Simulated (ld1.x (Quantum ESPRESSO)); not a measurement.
Before and after: TM potential for germanium

ld1.x (Quantum ESPRESSO) 7.5 input, shortened:

```
&input
   title='Ge', zed=32., rel=1, dft='PBESOL', iswitch=3,
   config='[Ar] 3d10 4s2 4p1.5'
 /
 &inputp
   pseudotype=2, tm=.true., lloc=0,
   nlcc=.false.
 /
3
4P  2  1   1.50   0.00  2.20  2.20  0.0
3D  3  2  10.00   0.00  1.15  1.15  0.0
4S  1  0   2.00   0.00  1.70  1.70  0.0
 &test
   configts(1)='3d10 4s2 4p1.5'
 /
```

All-electron outer shells of the reference configuration (PBEsol, scalar-relativistic, ld1.x):

```json
{"shell": "3p", "level (eV)": "-119.67", "outermost node (bohr)": "0.23", "outermost maximum (bohr)": "0.54"}
{"shell": "3d", "level (eV)": "-33.55", "outermost node (bohr)": "–", "outermost maximum (bohr)": "0.50"}
{"shell": "4s", "level (eV)": "-15.62", "outermost node (bohr)": "0.77", "outermost maximum (bohr)": "1.73"}
{"shell": "4p", "level (eV)": "-7.39", "outermost node (bohr)": "0.82", "outermost maximum (bohr)": "2.14"}
```

Change: all radii scaled by about 1.16 (s 1.98, p 2.56, d 1.34 bohr).

Cutoffs: the cutoffs (Ry, on a coarse ladder) from which the occupation-weighted sum of valence levels, in a spherical-Bessel basis at the reference potential, stays within 10 and 1 mRy of its value at 400 Ry; they do not see the model core or the augmentation charge, which bear on the density cutoff. Errors are all-electron minus pseudo energies relative to the spin-unpolarised reference configuration.

**Question.** How do hardness, ghosts and transferability respond?

**Answer.** Of the 7 tests that both files solve, the error grows in 3 and shrinks in 1 by more than 15 % and 0.3 meV (median size 0.8 → 1.0 meV); neither file shows a bound ghost.

```tsv
quantity	base	changed
cutoff, loose	230 Ry	180 Ry
cutoff, tight	over 300 Ry	300 Ry
loose cutoff by channel (10 mRy a level)	p 6 Ry, d 180 Ry, s 15 Ry	p 6 Ry, d 140 Ry, s 12 Ry
bound ghosts	none	none
error for 3d10 4s2 4p2, meV [ΔE -2.80 eV]	+0.3	+0.2
error for 3d10 4s2 4p1, meV [ΔE 4.65 eV]	-0.8	-1.0
error for 3d10 4s2 4p0, meV [ΔE 20.10 eV]	-4.7	-7.4
error for 3d10 4s2 4p2.3, meV [ΔE -3.69 eV]	+0.4	+0.2
error for 3d10 4s1 4p2, meV [ΔE 13.38 eV]	0.0	+0.5
error for 3d9 4s2 4p2, meV [ΔE 35.89 eV]	-722	-494
error for 3d10 4s1 4p0, meV [ΔE 54.88 eV]	-1.1	-12
```
